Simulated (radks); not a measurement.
The numbers below are computed, except where a source is named.
Question: Species: the barium ion Ba4+. Configuration: [Kr] 4d10 5s2 5p4. Level of theory: Dirac Kohn-Sham, exchange-only LDA, spin-unpolarised, spherical densities, finite nucleus; open shells are shared between the two j in proportion to 2j + 1; Fermi nuclear charge, rms radius 4.8378 fm (a radial shooting solver on a logarithmic mesh with Libxc functionals). Some entries of the table are withheld. Estimate them.

| orbital | occ. | eigenvalue (eV) | <1/r> (bohr^-1) | <r> (bohr) |
|---|---|---|---|---|
| 1s1/2 | 2 | (1) | 60.64 | 0.02560 |
| 2s1/2 | 2 | -5914.609 | 14.24 | 0.1094 |
| 2p1/2 | 2 | -5576.526 | 14.23 | 0.09197 |
| 2p3/2 | 4 | -5195.303 | 12.99 | 0.09796 |
| 3s1/2 | 2 | -1278.076 | 5.112 | 0.2921 |
| 3p1/2 | 2 | -1135.820 | 5.029 | 0.2818 |
| 3p3/2 | 4 | -1062.173 | 4.719 | 0.2938 |
| 3d3/2 | 4 | -811.5099 | 4.583 | 0.2645 |
| 3d5/2 | 6 | -795.7925 | 4.504 | 0.2683 |
| 4s1/2 | 2 | -280.8105 | 2.107 | 0.6739 |
| 4p1/2 | 2 | -229.0567 | 2.002 | 0.6965 |
| 4p3/2 | 4 | -213.5493 | 1.900 | 0.7240 |
| 4d3/2 | 4 | -128.7947 | (2) | 0.7926 |
| 4d5/2 | 6 | -126.1519 | (3) | 0.8025 |
| 5s1/2 | 2 | -68.8981 | 0.8440 | 1.576 |
| 5p1/2 | 1.33333 | -54.4138 | 0.7575 | 1.738 |
| 5p3/2 | 2.66667 | -51.8951 | 0.7256 | 1.803 |
| 4f5/2 | 0 | -34.2832 | 1.090 | 1.202 |
| 4f7/2 | 0 | -34.0577 | 1.082 | 1.210 |
| 6s1/2 | 0 | -26.7683 | 0.3996 | 3.282 |

Answer: 
(1) 1s1/2 eigenvalue (eV): -37224.33
(2) 4d3/2 <1/r> (bohr^-1): 1.676
(3) 4d5/2 <1/r> (bohr^-1): 1.651
